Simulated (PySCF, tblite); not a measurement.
Species: C4H7F2NS.
Structure used (GFN2-xTB), in Å, numbered top down from 1:
```xyz
15
C4H7F2NS angstrom
C     -1.685   -0.868    0.038
N     -0.445   -0.133   -0.002
C     -0.595    1.292    0.179
C      0.717   -0.769   -0.153
S      0.877   -2.391   -0.383
C      2.005    0.025   -0.104
F      2.095    0.926   -1.118
F      2.111    0.747    1.042
H     -1.474   -1.931    0.132
H     -2.277   -0.534    0.891
H     -2.255   -0.700   -0.879
H     -1.440    1.632   -0.422
H      0.287    1.842   -0.131
H     -0.797    1.518    1.229
H      2.871   -0.647   -0.169
```

Jobs on this species (15 atoms, 72 electrons) with PySCF (density fitting) and tblite. Hardware of each: Arm Neoverse N1, one thread, no GPU (shared host). Other jobs ran on the host; a repeat could differ by tens of per cent or more.

**Question.** Rank these jobs by wall time, shortest first.
A. CAM-B3LYP/def2-SVPD; 8 singlets by full TDDFT, 3 Tamm–Dancoff triplets, polarisability, density and orbital grids written; 229 basis functions
B. GFN2-xTB; Hessian by finite differences
C. PBE0/pcSseg-1; shieldings, charges and field gradients, density and orbital grids written; 178 basis functions

**Answer.** B (0.7 s), C (46 s), A (1.7 min).

All jobs:

```tsv
level and settings	work	basis functions	SCF cycles	wall time
GFN2-xTB	Hessian by finite differences	–	–	0.7 s
PBE0/pcSseg-1	shieldings, charges and field gradients, density and orbital grids written	178	14	46 s
CAM-B3LYP/def2-SVPD	8 singlets by full TDDFT, 3 Tamm–Dancoff triplets, polarisability, density and orbital grids written	229	14	1.7 min
```

**Question.** What do all jobs in the table cost together?

**Answer.** About 2.5 min; the longest takes about 69 % of that, and about 150 times as long as the shortest.
